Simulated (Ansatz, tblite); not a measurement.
Forces on Zn2Se at its PBE0-D4/def2-TZVP geometry. Total charge 0; singlet.

The xTB rows come from tblite. The order of the spin states hangs on the level: the triplet lies 0.25 eV below the singlet at PBE0-D4/def2-TZVP, but 2.17 eV above it at GFN1-xTB. The structure comes from a short search, and lower isomers may exist.

GFN1-xTB (tblite), largest force 0.94 eV/Å:

```xyz
3
positions Å, forces eV/Å
Zn    0.486   -0.844   -2.132   -0.175    0.352    0.855
Zn   -0.498    0.836    2.132    0.220   -0.323   -0.856
Se    0.012    0.008    0.000   -0.045   -0.029    0.001
```

GFN2-xTB (tblite), largest force 0.03 eV/Å:

```
Zn 0.010 0.013 0.012
Zn 0.015 0.003 -0.013
Se -0.025 -0.016 0.001
```

PBE-D4/def2-TZVP (Ansatz), largest force 0.01 eV/Å:

```
Zn 0.003 0.000 -0.005
Zn 0.001 0.003 0.005
Se -0.005 -0.003 0.000
```
